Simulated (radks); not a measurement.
Values are calculated unless marked as measured or tabulated.
Problem. The table gives one normalised radial function P(r) = r R(r) of Co4+ in [Ar] 3d5 (r in bohr). Code: a radial shooting solver on a logarithmic mesh with Libxc functionals. Model: scalar-relativistic Kohn-Sham, PBE, spin-unpolarised, spherical densities, finite nucleus; Fermi nuclear charge, rms radius 3.7875 fm.

| r | P |
|---|---|
| 0.004781 | 1.2106 |
| 0.006078 | 1.4790 |
| 0.007726 | 1.7900 |
| 0.009744 | 2.1282 |
| 0.01239 | 2.5078 |
| 0.01562 | 2.8859 |
| 0.01986 | 3.2587 |
| 0.02504 | 3.5601 |
| 0.03184 | 3.7563 |
| 0.04047 | 3.7753 |
| 0.05104 | 3.5792 |
| 0.06489 | 3.1396 |
| 0.08183 | 2.5228 |
| 0.104 | 1.7851 |
| 0.1322 | 1.0841 |
| 0.1668 | 0.5577 |
| 0.212 | 0.2211 |
| 0.2674 | 0.0678 |
| 0.3399 | 0.0137 |
| 0.4321 | 0.0017 |
| 0.5449 | 0.0001 |
| 0.6927 | 0.0000 |
| 0.8736 | 0.0000 |
| 1.111 | 0.0000 |
| 1.401 | 0.0000 |
| 1.78 | 0.0000 |
| 2.263 | 0.0000 |
| 2.854 | 0.0000 |

Which n and l does it have? It may be an empty orbital.

Solution. n = 1, l = 0: the number of nodes gives n - l - 1 = 0, the rise at small r (about r^(l+1)) gives l, and the extent must fit the shell. The curve is that of 1s. 1s: eigenvalue -7655.5 eV, 0 radial nodes, <r> = 0.0562 bohr, 90 % of the charge inside 0.100 bohr.
